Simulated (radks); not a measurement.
Initial-state core-level shifts of the zinc ion Zn2+ when its valence configuration changes from [Ar] 3d10. All-electron calculation, scalar-relativistic Kohn-Sham, LDA (Slater exchange, Perdew-Wang correlation), spin-polarised, spherical densities, finite nucleus; open shells are filled with parallel spins first; Fermi nuclear charge, rms radius 3.9283 fm. Program: a radial shooting solver on a logarithmic mesh with Libxc functionals. Shifts are changes of the shell-averaged eigenvalues in eV (positive: less bound); the change of the density at the nucleus, which sets a Mossbauer isomer shift, is in e/bohr^3, on a base of 2.519e+04.

valence	2s	2p	3s	3p	density at nucleus
3d9.5 4p0.5	-5.169	-5.127	-4.670	-4.575	+1.289
3d8.5 4s1 4p0.5	-14.845	-14.711	-12.866	-12.568	+21.815
3d9 4p1	-10.605	-10.516	-9.469	-9.273	+2.813
3d9 4s1	-9.086	-9.000	-7.882	-7.692	+18.936
3d7.5 4s1 4p1.5	-27.195	-26.955	-23.171	-22.643	+28.577
3d7 4s2 4p1	-32.692	-32.408	-27.371	-26.738	+51.895
3d8 4s1 4p1	-20.886	-20.699	-17.968	-17.557	+25.046
3d8 4s2	-19.603	-19.425	-16.646	-16.247	+42.270
3d8.5 4p1.5	-16.323	-16.184	-14.398	-14.093	+4.584
